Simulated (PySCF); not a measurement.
**Computed spin Hamiltonian**

Species: C4H3N2Si (doublet state).
Cartesian coordinates in Å at the GFN2-xTB level; atoms count from 1:
```
atom  x, y, z in Å
N1     3.2492    0.3876    0.0695
C2     2.1044    0.2587    0.0451
C3     0.7242    0.1457    0.0170
C4     0.0023   -1.0419   -0.0519
C5    -1.3944   -0.8438   -0.0657
N6    -1.8823    0.3942   -0.0149
Si7   -0.5853    1.4750    0.0596
H8     0.4534   -2.0188   -0.0898
H9    -2.0976   -1.6606   -0.1178
H10   -0.5649    2.9086    0.1263
```

The species is `N#CC1=CC=N[SiH]1` [radical].

Computed with UKS B3LYP, pcH-1 on C H N Si, non-relativistic, mean-field spin-orbit, GIAO (PySCF 2.14.0). Isolated species at its GFN2-xTB geometry, gas phase. A GFN2-xTB geometry isn't a minimum of the functional, and hyperfine couplings can be far from their values at a DFT geometry, by a factor of two or more for some ions and for spin on atoms past the first row. No stability test was run, so a lower SCF solution isn't excluded.

```
g1, g2, g3        : 2.00134, 2.00216, 2.00372
g_iso             : 2.00240
Form of g         : rhombic: the two nearest values differ by 34 % of g3 − g1
⟨S²⟩              : 0.7578 (exact 0.7500)
α and β electrons : 28, 27
Total energy      : -553.16442 Eh
```

Hyperfine couplings atom by atom, in MHz; T1 to T3 are the principal values of the dipolar part; ρ(0) is the spin density at the nucleus:

| atom | isotope | a_iso | of which spin–orbit | T1 | T2 | T3 | Mulliken spin population | ρ(0) (bohr⁻³) |
| --- | --- | --- | --- | --- | --- | --- | --- | --- |
| N1 | 14N | 1.4 | 0.0 | -2.8 | -2.6 | 5.4 | 0.06 | 0.0044 |
| C2 | 13C | -9.0 | 0.0 | -3.8 | 0.0 | 3.8 | -0.03 | -0.0080 |
| C3 | 13C | -6.1 | -0.1 | -9.7 | -7.2 | 16.9 | 0.10 | -0.0054 |
| C4 | 13C | -0.7 | 0.0 | -11.8 | -11.2 | 23.0 | 0.12 | -0.0006 |
| C5 | 13C | 21.0 | 0.0 | -25.7 | -24.0 | 49.6 | 0.28 | 0.0187 |
| N6 | 14N | -3.1 | 0.0 | -3.8 | 1.1 | 2.7 | -0.07 | -0.0095 |
| Si7 | 29Si | -102.1 | 0.8 | -126.7 | 62.9 | 63.7 | 0.60 | 0.1158 |
| H8 | 1H | -11.7 | 0.0 | -6.9 | -2.1 | 9.0 | -0.01 | -0.0026 |
| H9 | 1H | -23.7 | 0.0 | -12.7 | -1.6 | 14.3 | -0.02 | -0.0053 |
| H10 | 1H | -36.7 | 0.0 | -8.3 | 2.0 | 6.3 | -0.03 | -0.0082 |

The Mulliken spin populations are largest on Si7 (+0.60), C5 (+0.28), C4 (+0.12) and C3 (+0.10). The positive populations add up to 1.16 and the negative ones to -0.16, together 2S = 1. The angles at Si7 add up to 360.0°, so it is planar; its axial dipolar tensor and the negative coupling of its proton fit spin in a p orbital normal to that plane.

Axes: g1 points within 1° of the Si7–H10 bond, g2 is normal to the molecular plane and g3 points within 8° of the C4–C5 bond.

Under fast tumbling the dipolar parts average out, and these isotropic splittings remain: 1 × 1H (H10, I = 1/2, 2 lines) with 1.31 mT, 1 × 1H (H9, I = 1/2, 2 lines) with 0.84 mT, 1 × 1H (H8, I = 1/2, 2 lines) with 0.42 mT, 1 × 14N (N6, I = 1, 3 lines) with 0.11 mT and 1 × 14N (N1, I = 1, 3 lines) with 0.05 mT.

The 13C coupling of C5 (21.0 MHz) shows only in satellite lines or after enrichment, since that isotope makes up about 1.07 % of natural carbon.

The 29Si coupling of Si7 (-102.1 MHz) shows only in satellite lines or after enrichment, since that isotope makes up about 4.7 % of natural silicon.
